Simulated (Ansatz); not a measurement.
# GaH3F− (SMILES [F][GaH3-]): methods side by side

GaH3F− has 5 atoms, charge -1, and is taken as a singlet. As SMILES, `[F][GaH3-]`. The shape comes from GFN2-xTB, which is rough for such elements, and wasn't checked as a minimum.

| atom | x (Å) | y (Å) | z (Å) |
| --- | --- | --- | --- |
| F | -0.5006 | -0.4959 | 1.5331 |
| Ga | 0.0294 | 0.0269 | -0.0843 |
| H | -0.8739 | 1.2297 | -0.4738 |
| H | -0.1773 | -1.1961 | -1.0215 |
| H | 1.5223 | 0.4354 | 0.0466 |

Each level gives the energy change with the F1–Ga2 bond stretched from 1.781 to 2.671 Å (eV). The values are calculated.

```json
{"level": "SVWN5/STO-3G (restricted)", "kind": "LDA", "program": "Ansatz", "value (eV)": "2.79", "less FCI/STO-3G": "+2.00", "CPU time (all runs)": "3.3 s"}
{"level": "PBE/STO-3G (restricted)", "kind": "GGA", "program": "Ansatz", "value (eV)": "2.46", "less FCI/STO-3G": "+1.67", "CPU time (all runs)": "5.8 s"}
{"level": "r2SCAN/STO-3G (restricted)", "kind": "meta-GGA", "program": "Ansatz", "value (eV)": "2.70", "less FCI/STO-3G": "+1.91", "CPU time (all runs)": "12 s"}
{"level": "PBE0/STO-3G (restricted)", "kind": "global hybrid", "program": "Ansatz", "value (eV)": "3.05", "less FCI/STO-3G": "+2.26", "CPU time (all runs)": "3.5 s"}
{"level": "HSE06/STO-3G (restricted)", "kind": "range-separated hybrid", "program": "Ansatz", "value (eV)": "3.04", "less FCI/STO-3G": "+2.25", "CPU time (all runs)": "4.7 s"}
{"level": "wB97X/STO-3G (restricted)", "kind": "range-separated hybrid", "program": "Ansatz", "value (eV)": "3.29", "less FCI/STO-3G": "+2.50", "CPU time (all runs)": "24 s"}
{"level": "B2PLYP/STO-3G (restricted)", "kind": "double hybrid", "program": "Ansatz", "value (eV)": "3.13", "less FCI/STO-3G": "+2.34", "CPU time (all runs)": "5.2 s"}
{"level": "MP2/STO-3G (restricted)", "kind": "perturbation theory", "program": "Ansatz", "value (eV)": "3.46", "less FCI/STO-3G": "+2.67", "CPU time (all runs)": "0.43 s"}
{"level": "CCSD(T)/STO-3G (unrestricted)", "kind": "coupled cluster or CI", "program": "Ansatz", "value (eV)": "0.61", "less FCI/STO-3G": "-0.18", "CPU time (all runs)": "2.8 s"}
{"level": "FCI/STO-3G", "kind": "exact in the basis", "program": "Ansatz", "value (eV)": "0.79", "less FCI/STO-3G": "0.00", "CPU time (all runs)": "39 s"}
```

FCI/STO-3G is exact within its basis and frozen core, so for wave-function methods in that basis the difference is their error; functionals converge differently with the basis, so for them it is only a difference. All-electron rows without a relativistic Hamiltonian named are non-relativistic. Sets without diffuse functions describe the anion poorly. The first shape isn't each level's own minimum. The values span 0.61 to 3.46 eV. Spin contamination of the reference (⟨S²⟩ at least 0.1 too high) touches CCSD(T)/STO-3G. All rows use very small basis sets, so none should be taken for the real molecule's value. In the correlated wave-function rows the outer d shell of Ga is correlated, in sets not made for it. Times are those of the runs behind each value, whatever else they computed, on shared processors of several kinds: orders of magnitude only.
